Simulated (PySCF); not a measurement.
C$_{4}$H$_{12}$Ge, singlet, geometry from GFN2-xTB. Base run: PBE/6-31G (PySCF).

The PySCF input:
```python
from pyscf import gto, scf, dft

mol = gto.M(
    atom='''
C    -0.23947062   -1.06595218   -1.65989926
Ge    0.00000000    0.00000000   -0.00000000
C    -0.06719706    1.93648478   -0.44088209
C    -1.45232338   -0.43786460    1.28370447
C     1.75899106   -0.43266800    0.81707688
H    -1.19574845   -0.84621800   -2.12542525
H    -0.20636169   -2.12977053   -1.44389199
H     0.54406792   -0.84340260   -2.37823336
H     0.06161749    2.54065356    0.45234337
H    -1.02110312    2.19755474   -0.88962537
H     0.71871324    2.20037014   -1.14243348
H    -2.42529904   -0.20948328    0.85870428
H    -1.43591229   -1.49303582    1.54023754
H    -1.34257843    0.13361553    2.20067303
H     1.81961363   -1.48776767    1.06718570
H     2.57004324   -0.20139974    0.13284433
H     1.91294749    0.13888367    1.72762118
''',
    basis='6-31g',
    verbose=4,
    symmetry=True,
)

mf = dft.RKS(mol)
mf.xc = 'pbe'
mf.kernel()
mf.analyze()
```

Variants of this job, named by their change:

```
change                                ΔE vs base (mEh)  point group used  SCF cycles        outcome
------------------------------------  ----------------  ----------------  ----------  -------------
base                                             0.000                D2           8      converged
irrep_nelec = A:22 B1:16 B2:14 B3:16             609.4                D2           9      converged
irrep_nelec = A:22 B1:16 B2:16 B3:14             609.4                D2           9      converged
symmetry_subgroup = C2                           0.000                C2           8      converged
symmetry = off                                   0.000                C1           8      converged
irrep_nelec = A:20 B1:18 B2:14 B3:16             650.5                D2           9      converged
irrep_nelec = A:18 B1:16 B2:18 B3:16                 -                 -          50  not converged
```
